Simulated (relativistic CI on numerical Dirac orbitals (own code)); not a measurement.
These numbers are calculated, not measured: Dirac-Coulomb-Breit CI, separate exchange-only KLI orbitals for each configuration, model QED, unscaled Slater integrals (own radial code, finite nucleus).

The strongest absorption lines from the ground level of an ion, among the configurations computed and to levels below about 279 eV (vacuum wavelength in nm, gf): 4.5346 (0.13), 4.5964 (0.68), 4.6287 (0.033), 4.6375 (0.056), 4.6631 (0.22), 4.6927 (0.069), 4.7080 (0.16), 4.7365 (0.046).

(1) Which ion is it?
A. Bi XXXVI
B. Ir XXX
C. Ac XLII
D. Bi XXXIV

Answers

(1) A. Bi XXXVI has 48 electrons and the ground level 4s2 4p6 4d10 4f2 3H_4; the strongest line goes to 4s2 4p6 4d9 4f3 3I°_5. The pattern of lines fixes the number of electrons, and along that sequence the line energies rise steadily with the charge (about as its square where n changes within one kind of shell, about linearly where n is kept but much faster in heavy ions where fine structure, which grows about as Z⁴, sets the gap, and irregularly where shells cross), which fixes Z. Configurations outside the model, such as inner-shell arrays, can give stronger lines. At this charge energies of transitions that change n are usually good to better than 1 %, and those within a shell (Δn = 0) to a few per cent. Terms inside the open d or f shell come out 10 to 20 % too wide with unscaled integrals.

LS names give the leading component of a level, which can be under half, so a name can repeat, a term be missing and a line seem to break the LS rules.
